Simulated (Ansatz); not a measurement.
A nudged elastic band was laid between two geometries of B2F3GeH3 (9 atoms, charge 0, multiplicity 1).

These are results of RKS PBE/def2-SVP (Ansatz 0.2.0), not measurements.

| Item | Value |
| --- | --- |
| movable images | 8 |
| climbing image | no |
| spring | 5.0 eV/Å² |
| optimiser | quadratic models (default) |
| start path | IDPP |
| force threshold | 0.03 eV/Å |
| iteration limit | 60 |
| end points | relaxed |

First end point:

```xyz
9
Properties=species:S:1:pos:R:3
F 2.163 -1.226 -1.327
B 1.642 -0.784 -0.192
Ge -0.422 -0.526 0.000
F -1.228 -1.169 -1.447
B -1.043 1.445 0.312
F -1.794 2.065 -0.586
H 2.410 -0.518 0.721
H -0.925 -1.403 1.193
H -0.715 2.071 1.310
```

Last end point:

```xyz
9
Properties=species:S:1:pos:R:3
F 2.143 -1.208 -1.367
B 1.647 -0.775 -0.217
Ge -0.411 -0.531 0.031
F -1.253 -1.191 -1.390
B -1.084 1.437 0.255
F -0.652 2.155 1.287
H 2.436 -0.501 0.676
H -0.887 -1.400 1.241
H -1.848 1.969 -0.534
```

Task: What changes between the two ends?

Result: No bond is made or broken. The dihedral B2–Ge3–B5–H9 goes from -63 to 118°.

Task: What energy profile does the band end with?

Result: The forces met the threshold. The highest image is number 4 of 0 to 9, 7.8 kJ/mol above the ends, which have the same energy within 2 meV. No image climbed, so the highest image needn't sit at the top of the path.

```csv
image,path coordinate (Å),energy (kJ/mol),dihedral B2–Ge3–B5–H9 (°)
0,0.00,0.0,-63
1,0.50,1.2,-83
2,0.99,4.1,-104
3,1.49,6.8,-124
4,1.99,7.8,-145
5,2.49,6.8,-166
6,2.98,4.7,176
7,3.48,2.5,157
8,3.98,0.8,138
9,4.48,0.1,118
```

Task: What is the geometry of the highest image?

Result: 
```xyz
9
Properties=species:S:1:pos:R:3
F 1.857 -1.195 -1.726
B 1.620 -0.724 -0.509
Ge -0.329 -0.559 0.216
F -1.454 -1.312 -0.946
B -1.088 1.403 0.424
F -0.738 2.313 -0.477
H 2.584 -0.365 0.155
H -0.509 -1.366 1.540
H -1.854 1.758 1.306
```

Time of the run: 110 s on 2 threads of Intel(R) Xeon(R) 6975P-C (Granite Rapids) (shared host), peak memory 0.17 GiB.
